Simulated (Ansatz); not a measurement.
Compare A (`O[Si]1(Cl)CN1`) with its isomer B (`O/C(Cl)=N/[SiH3]`).

Computed with Ansatz on PBE0-D4/def2-TZVP structures; ΔE is electronic, products minus reactants. CCSD(T)/CBS adds triple-zeta CCSD(T) − MP2 to the extrapolated MP2 energy (def2 sets, frozen cores). Functionals use def2-TZVPP. B3LYP here is the variant with VWN-RPA as its local correlation; programs differ in this. Each species was taken in one conformer, which may not be the lowest.

Question: Which is lower in electronic energy at CCSD(T)/CBS, and by how much? (An estimate is asked.)

Answer: Computed: A, by 46.0 kcal/mol.

Question: Give E(B) − E(A) in kcal/mol with PBE-D4, MP2/def2-TZVPP, B3LYP-D4, ωB97M-V, B3LYP, CCSD(T)/def2-TZVPP, r2SCAN-D4. (An estimate is asked.)

Answer: Computed: PBE-D4 39.5, MP2/def2-TZVPP 46.0, B3LYP-D4 39.9, ωB97M-V 44.7, B3LYP 39.8, CCSD(T)/def2-TZVPP 43.2, r2SCAN-D4 42.6. None reverses the order clearly.

Largest T1 diagnostic: 0.013.

In def2-TZVPP, CCSD(T) changes the Hartree–Fock value by +2.5 kcal/mol (the triples alone add −1.3 kcal/mol) and MP2 by +5.3 kcal/mol. From PBE to PBE0 (25 % exact exchange), in def2-TZVPP and without D4, E(B) − E(A) moves by +3.9 kcal/mol.
